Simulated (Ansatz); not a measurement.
Reactions of C₄H₂F₄ (`FC1=CC(F)(F)C1F`).

Gas-phase electronic energies from Ansatz, PBE0-D4/def2-TZVP geometries. CBS: MP2 limit from def2 TZ/QZ plus the TZ coupled-cluster correction, frozen cores. This one scheme is used for every species, atoms too. For atomizations the MP2-based limit and the directly extrapolated one differ by several kJ/mol either way, and by 10 to 25 for some Ge, Se and Sn compounds, so smaller differences from it don't rank the levels. DFT in def2-TZVPP. No spin–orbit coupling; open shells (•) take unrestricted orbitals. Spin–orbit coupling would lower the free atoms: a little for C, F. One conformer a species, not always the lowest.

| reaction | CCSD(T)/def2-SVP (kJ/mol) | LDA (SPW92) (kJ/mol) | CCSD(T)/CBS(def2) (kJ/mol) |
| --- | --- | --- | --- |
| `FC1=CC(F)(F)C1F` + H₂ → `FC1=CC(F)(F)C1` + H–F | -98 | -96 | -113 |
| `FC1=CC(F)(F)C1F` + H₂ → `FC1C=CC1(F)F` + H–F | -81 | -69 | -100 |
| `FC1=CC(F)(F)C1F` → `F/C=C(/F)C=C(F)F` | -5 | 3 | 12 |
| `FC1=CC(F)(F)C1F` + H₂ → `FC1=C[C@H](F)[C@H]1F` + H–F | -54 | -54 | -77 |
| `FC1=CC(F)(F)C1F` → 4 C• + 4 F• + 2 H• | 4163 | 5317 | 4363 |

Largest T1 diagnostic: 0.013, for `F/C=C(/F)C=C(F)F`.
